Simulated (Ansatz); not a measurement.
Molecule: C2H4BO2, charge 0, multiplicity 2. It need not be the lowest isomer of its formula. SMILES: OB(O)[C]=C
Coordinates optimised at B3LYP-D3(BJ)/def2-TZVP (Ansatz, a quantum-chemistry and plane-wave program):
```xyz
9

C      2.2186    -0.0857    -0.5471
C      0.9633    -0.0372    -0.2376
B     -0.5043     0.0195     0.1244
O     -1.1305     1.2434     0.0733
O     -1.1224    -1.1564     0.4823
H      3.0086     0.0434     0.1944
H      2.5623    -0.2585    -1.5682
H     -2.0628     1.2446     0.3092
H     -2.0549    -1.0856     0.7063
```
Charge 0, spin multiplicity 2.

Parts of the frozen-core correlation energy in cc-pwCVTZ (Ansatz, hartree). Frozen orbitals: 5; correlated occupied orbitals by spin: 14 and 13; virtual: 252 and 253. Open shells are spin-unrestricted. No spin-orbit coupling. No relativistic terms.

```json
[
 {"term": "reference (HF)", "value": "-252.61860"},
 {"term": "MP2 opposite-spin", "value": "?"},
 {"term": "MP2 same-spin", "value": "?"},
 {"term": "CCSD correlation", "value": "-0.90040"},
 {"term": "(T)", "value": "?"},
 {"term": "T1 diagnostic", "value": "0.027"},
 {"term": "largest doubles amplitude", "value": "0.076"},
 {"term": "<S^2> of the reference", "value": "0.906"}
]
```

**Question.** Some entries are withheld; supply them.

**Answer.** 
- MP2 opposite-spin, value: -0.65048
- MP2 same-spin, value: -0.21779
- (T), value: -0.03729
